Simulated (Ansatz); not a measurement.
`C[O][Ti]([Cl])([Cl])[Cl]` and `[Cl][Ti]([Cl])([Cl])[I]` differ in one atom or group.

Ansatz, PBE0-D4/def2-TZVP geometries, multiplicity 1. Each molecule was computed in one conformer, which needn't be the lowest.

Elements past krypton have def2 core potentials. Scalar relativity is left out up to krypton. Spin–orbit coupling is left out; it splits and shifts lone-pair levels of the heavy atoms by tenths of an eV.

| property | `C[O][Ti]([Cl])([Cl])[Cl]` |
| --- | --- |
| zero-point energy (PBE0-D4/def2-TZVP) / kJ/mol | 121.2 |
| LUMO energy (PBE/def2-TZVPP) / eV | -3.72 |
| HOMO energy (ωB97M-V/def2-TZVPP) / eV | -11.24 |
| size of the dipole moment (ωB97M-V/def2-TZVPP) / D | 3.68 |
| LUMO energy (ωB97M-V/def2-TZVPP) / eV | -0.78 |
| HOMO energy (PBE/def2-TZVPP) / eV | -7.67 |

(1) Give the same properties after the change, and the shifts. (Estimate.)

Answers

(1) Ansatz gave: 
```json
{"property": "zero-point energy (PBE0-D4/def2-TZVP) / kJ/mol", "`[Cl][Ti]([Cl])([Cl])[I]`": "13.7", "shift": "-107.5"}
{"property": "LUMO energy (PBE/def2-TZVPP) / eV", "`[Cl][Ti]([Cl])([Cl])[I]`": "-4.48", "shift": "-0.76"}
{"property": "HOMO energy (ωB97M-V/def2-TZVPP) / eV", "`[Cl][Ti]([Cl])([Cl])[I]`": "-10.41", "shift": "0.83"}
{"property": "size of the dipole moment (ωB97M-V/def2-TZVPP) / D", "`[Cl][Ti]([Cl])([Cl])[I]`": "0.27", "shift": "-3.41"}
{"property": "LUMO energy (ωB97M-V/def2-TZVPP) / eV", "`[Cl][Ti]([Cl])([Cl])[I]`": "-1.65", "shift": "-0.87"}
{"property": "HOMO energy (PBE/def2-TZVPP) / eV", "`[Cl][Ti]([Cl])([Cl])[I]`": "-7.26", "shift": "0.41"}
```

With PBE0 the HOMO rises by 0.68 eV and the LUMO falls by 0.80 eV, so the gap narrows by about 1.48 eV. PBE moves the HOMO by 0.41 eV and ωB97M-V by 0.83 eV. The zero-point energy changes by -107.5 kJ/mol with -12 modes. Dipoles are sizes alone; their direction can turn.
